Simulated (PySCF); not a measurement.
Sn(F)(OH)(NH2)2 (FH5N2OSn), SMILES [NH2][Sn]([NH2])([OH])[F]. Atoms are numbered in the order given.

```xyz
10

N     -1.4566    -1.3593    -0.4281
Sn     0.0024    -0.0140     0.0149
N      1.6622    -0.7216     0.9463
O     -0.6782     1.4182     1.1964
F      0.4331     0.7834    -1.7160
H     -1.5802    -1.4406    -1.4386
H     -1.2406    -2.2872    -0.0615
H      2.4195    -0.8989     0.2843
H      2.0020    -0.0408     1.6283
H     -1.6331     1.5364     1.0892
```

The structure is a stationary point at B3LYP-D3(BJ)/def2-SVP. The structure was generated by enumeration; whether it is a known compound was not checked. The def2 effective core potentials stand for the cores of Sn; spin–orbit coupling is left out. Other conformers were not sampled.

Computed with PySCF with B3LYP/def2-TZVP.

ESP charges are fitted to the potential on shells at 1.4 to 2.0 van der Waals radii. Atomic charges (e):

```json
[
 {"atom": "N1", "Mulliken": "-0.74", "ESP fit": "-0.98", "Löwdin": "-0.41"},
 {"atom": "Sn2", "Mulliken": "(withheld)", "ESP fit": "1.31", "Löwdin": "0.64"},
 {"atom": "N3", "Mulliken": "-0.75", "ESP fit": "-0.98", "Löwdin": "-0.41"},
 {"atom": "O4", "Mulliken": "(withheld)", "ESP fit": "-0.74", "Löwdin": "-0.33"},
 {"atom": "F5", "Mulliken": "(withheld)", "ESP fit": "-0.47", "Löwdin": "-0.29"},
 {"atom": "H6", "Mulliken": "0.24", "ESP fit": "0.36", "Löwdin": "0.16"},
 {"atom": "H7", "Mulliken": "0.24", "ESP fit": "0.36", "Löwdin": "0.15"},
 {"atom": "H8", "Mulliken": "0.24", "ESP fit": "0.35", "Löwdin": "0.15"},
 {"atom": "H9", "Mulliken": "0.25", "ESP fit": "0.39", "Löwdin": "0.16"},
 {"atom": "H10", "Mulliken": "0.32", "ESP fit": "0.41", "Löwdin": "0.17"}
]
```

Question: Some entries are withheld; supply them. (An estimate is asked for; the answer gives what the named calculation found.)

Answer: 
- Sn2, Mulliken: 1.38
- O4, Mulliken: -0.68
- F5, Mulliken: -0.50
